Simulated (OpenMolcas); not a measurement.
Ag5+ (d6) among equal point charges was computed by CASSCF with the d shell active (OpenMolcas, ANO-RCC-VTZP on the metal). Its lowest spin-free states, and all those of the highest spin:

```
2S+1  Degeneracy  E (cm-1)
   5           1       0.0
   5           2      2744
   5           1     13407
   5           1     18880
   3           1     20101
   3           2     20815
   3           1     21864
   3           2     24210
   3           1     24707
   3           1     25032
   3           2     26479
   3           2     28539
```

Problem. Is the site octahedral, tetrahedral or cube-like, axial, or of lower symmetry?

Solution. The states with 2S+1 = 5 have orbital degeneracies 1, 2, 1, 1. There are pairs but no triples, so the site is axial: not cubic, but with a proper or improper axis of order three or more. The run had Ag5+ among 4 point charges of -2 e arranged as a square (D4h), 1.86 Å from the ion.

Without dynamic correlation the repulsion within the d shell is too large (B by tens of per cent), so at a given field states of lower spin stand too high. Point charges give a weaker field than real ligands, and real ions of this kind are as a rule low spin; the high spin found here belongs to the model. Point charges carry no covalency, so the field is a model and not that of real ligands. No measured value stands beside these numbers.
